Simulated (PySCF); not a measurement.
## PySCF run on InCl

The script input.py:

```python
from pyscf import gto, dft

mol = gto.M(
    atom='In 0 0 0; Cl 0 0 2.36',
    basis='def2-svp',
    ecp={'In': 'def2-svp'},
    charge=0,
    spin=0,
    verbose=4,
)
mf = dft.RKS(mol, xc='camb3lyp')
field = 0.01  # electric field along z, atomic units
h = mf.get_hcore() + field*mol.intor('int1e_r')[2]
mf.get_hcore = lambda *args: h
e_nuc = mol.energy_nuc() - field*mol.atom_charges() @ mol.atom_coords()[:, 2]
mf.energy_nuc = lambda *args: e_nuc
mf.kernel()
mf.dip_moment()
print('orbital energies (hartree):', mf.mo_energy[..., max(0, mol.nelec[1]-3):mol.nelec[0]+3].round(4))
```

```bash
$ python input.py
```

Output:

```
PySCF version 2.14.0

[INPUT] verbose = 4
[INPUT] num. atoms = 2
[INPUT] num. electrons = 38
[INPUT] charge = 0
[INPUT] spin (= nelec alpha-beta = 2S) = 0
[INPUT] symmetry False subgroup None
[INPUT] Mole.unit = angstrom
[INPUT] Symbol           X                Y                Z      unit          X                Y                Z       unit  Magmom
[INPUT]  1 In     0.000000000000   0.000000000000   0.000000000000 AA    0.000000000000   0.000000000000   0.000000000000 Bohr   0.0
[INPUT]  2 Cl     0.000000000000   0.000000000000   2.360000000000 AA    0.000000000000   0.000000000000   4.459753653974 Bohr   0.0

nuclear repulsion = 80.0492645332373
number of shells = 18
number of NR pGTOs = 97
number of NR cGTOs = 44
basis = def2-svp
ecp = {'In': 'def2-svp'}

******** <class 'pyscf.dft.rks.RKS'> ********
method = RKS
initial guess = minao
damping factor = 0
level_shift factor = 0
DIIS = <class 'pyscf.scf.diis.CDIIS'>
diis_start_cycle = 1
diis_space = 8
diis_damp = 0
SCF conv_tol = 1e-09
SCF conv_tol_grad = None
SCF max_cycles = 50
direct_scf = True
direct_scf_tol = 1e-13
XC library pyscf.dft.libxc version 7.0.0
    S. Lehtola, C. Steigemann, M. J.T. Oliveira, and M. A.L. Marques.,  SoftwareX 7, 1–5 (2018)
XC functionals = camb3lyp
    T. Yanai, D. P. Tew, and N. C. Handy.,  Chem. Phys. Lett. 393, 51 (2004)
radial grids:
    Treutler-Ahlrichs [JCP 102, 346 (1995); DOI:10.1063/1.469408] (M4) radial grids

becke partition: Becke, JCP 88, 2547 (1988); DOI:10.1063/1.454033
pruning grids: <function nwchem_prune>
grids dens level: 3
symmetrized grids: False
atomic radii adjust function: <function treutler_atomic_radii_adjust>
small_rho_cutoff = 0
Set gradient conv threshold to 3.16228e-05
Initial guess from minao.
tot grids = 40760
init E= -629.169004712813
  HOMO = -0.678510044476563  LUMO = -0.519199382455347  gap/eV = 4.33506
cycle= 1 E= -649.734955099398  delta_E= -20.6  |g|= 1.51  |ddm|=   12
  HOMO = -0.17052737386598  LUMO = 0.0565341686981566  gap/eV = 6.17866
cycle= 2 E= -649.990382861794  delta_E= -0.255  |g|= 1.15  |ddm|=  4.1
  HOMO = -0.27713140825413  LUMO = -0.0172769077448169  gap/eV = 7.07100
cycle= 3 E= -650.244243439024  delta_E= -0.254  |g|= 0.0783  |ddm|= 1.36
  HOMO = -0.297308897925309  LUMO = -0.0238884489322619  gap/eV = 7.44015
cycle= 4 E= -650.245476685829  delta_E= -0.00123  |g|= 0.0387  |ddm|= 0.149
  HOMO = -0.294824664338821  LUMO = -0.0252044208242035  gap/eV = 7.33674
cycle= 5 E= -650.24590538694  delta_E= -0.000429  |g|= 0.00524  |ddm|= 0.0583
  HOMO = -0.295599413816447  LUMO = -0.025341495612556  gap/eV = 7.35409
cycle= 6 E= -650.245918042246  delta_E= -1.27e-05  |g|= 0.000885  |ddm|= 0.0104
  HOMO = -0.295574107080155  LUMO = -0.0253990272318763  gap/eV = 7.35184
cycle= 7 E= -650.245918646154  delta_E= -6.04e-07  |g|= 0.000224  |ddm|= 0.00289
  HOMO = -0.295555005591022  LUMO = -0.0254078791810466  gap/eV = 7.35108
cycle= 8 E= -650.245918687268  delta_E= -4.11e-08  |g|= 5.7e-05  |ddm|= 0.000692
  HOMO = -0.295541772961218  LUMO = -0.0254004721681486  gap/eV = 7.35092
cycle= 9 E= -650.245918690278  delta_E= -3.01e-09  |g|= 6.11e-06  |ddm|= 0.000196
  HOMO = -0.295541762683378  LUMO = -0.0254006817653049  gap/eV = 7.35091
cycle= 10 E= -650.245918690308  delta_E= -2.96e-11  |g|= 6.51e-07  |ddm|= 1.99e-05
  HOMO = -0.295541823149405  LUMO = -0.0254006841932519  gap/eV = 7.35091
Extra cycle  E= -650.245918690308  delta_E=    0  |g|= 3.86e-07  |ddm|= 2.11e-06
converged SCF energy = -650.245918690308
Dipole moment(X, Y, Z, Debye): -0.00000,  0.00000, -1.11765
orbital energies (hartree): [-0.3275 -0.3275 -0.2955 -0.0254 -0.0254  0.0443]
```

In short: E(SCF) = -650.245919 Eh, 10 cycles, μz(SCF) = -1.12 D.

Wall time 3 s on one thread of a shared host.

Stability towards an unrestricted solution was not tested. The bond length is a typed value, not an optimised one.
